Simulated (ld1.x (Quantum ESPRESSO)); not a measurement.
## O (Z = 8), PAW: configuration errors across variants

- Element: oxygen
- Generator: ld1.x (Quantum ESPRESSO) 7.5
- Type: PAW
- Functional: PBE
- Relativity: scalar-relativistic
- Frozen core: [He]
- Valence charge: 6
- Reference configuration: 2s1.75 2p4.25
- Partial waves: 2s (bound): rcut 0.65, rcutus 0.70 bohr; 2s channel at -0.95 Ry: rcut 0.65, rcutus 0.70 bohr; 2p (bound): rcut 0.85, rcutus 1.15 bohr; 2p channel at -0.2 Ry: rcut 0.85, rcutus 1.15 bohr
- Local potential: all-electron potential smoothed inside 0.85 bohr (lloc = -1)
- Core correction: a·sin(br)/r model core, default radius (core density twice the valence density)
- Augmentation charge: BESSEL, radius 0.60 bohr

All-electron excitation energies from the reference (eV): (1) 2s2 2p4 -3.734; (2) 2s2 2p3 12.697; (3) 2s2 2p2 46.283; (4) 2s2 2p0 177.057; (5) 2s2 2p4.3 -5.857; (6) 2s1 2p4 27.925; (7) 2s2 2p1 100.152.

The default core radius of the base comes out at 0.34 bohr.

1 further variants failed, have other tests or another functional or relativity, and are left out.

Errors AE − PS in meV (a dash: test not solved or not reliable):

| change | (1) | (2) | (3) | (4) | (5) | (6) | (7) | bound ghosts |
| --- | --- | --- | --- | --- | --- | --- | --- | --- |
| base | +0.3 | -0.6 | -6.4 | -20 | +0.4 | +0.4 | -21 | none |
| wave 2s channel at -0.95 Ry: rcut 0.65, rcutus 0.70 bohr becomes 2s channel at -1.53 Ry: rcut 0.65, rcutus 0.70 bohr | +0.4 | +1.6 | +13 | +178 | +0.8 | +4.8 | +39 | none |
| waves 2p (bound): rcut 0.85, rcutus 0.92 bohr; 2p channel at -0.2 Ry: rcut 0.85, rcutus 0.92 bohr | +0.1 | -0.4 | -0.3 | -12 | +0.3 | -1.0 | -1.9 | none |
| core correction a·sin(br)/r model core inside 0.42 bohr | +0.3 | -0.6 | -6.5 | -20 | +0.4 | +0.5 | -21 | none |
| augmentation PSQ, inside the norm-conserving radii | +0.1 | -0.9 | -6.2 | -2.2 | +0.3 | -1.9 | -18 | none |

Give the same row for: waves 2s (bound): rcut 0.65, rcutus 1.02 bohr; 2s channel at -0.95 Ry: rcut 0.65, rcutus 1.02 bohr.

+0.6, +0.6, -2.7, –, –, –, –; bound ghosts: none.
